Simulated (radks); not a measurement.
The numbers below are computed, except where a source is named.
Coulomb parameter of the 4d shell of the niobium ion Nb2+ in the model configuration [Kr] 4d2 5p1, as a second difference U = [E(n + 0.25) + E(n - 0.25) - 2 E(n)] / (0.25)^2 with all orbitals relaxed. "Bare": the charge of the atom changes with n. "Screened": the 5p shell takes up the change at fixed total charge, which measures U(4d,4d) + U(5p,5p) - 2 U(4d,5p). Level of theory: Dirac Kohn-Sham, PBE, spin-unpolarised, spherical densities, point nucleus; open shells are shared between the two j in proportion to 2j + 1 (a radial shooting solver on a logarithmic mesh with Libxc functionals).

case                 configuration  E - E(n) (eV)
start                 [Kr] 4d2 5p1          0.000
bare +0.25         [Kr] 4d2.25 5p1         -5.346
bare -0.25         [Kr] 4d1.75 5p1          6.044
screened +0.25  [Kr] 4d2.25 5p0.75         -2.140
screened -0.25  [Kr] 4d1.75 5p1.25          2.267

U(bare) = 11.155 eV, U(screened by 5p) = 2.025 eV.
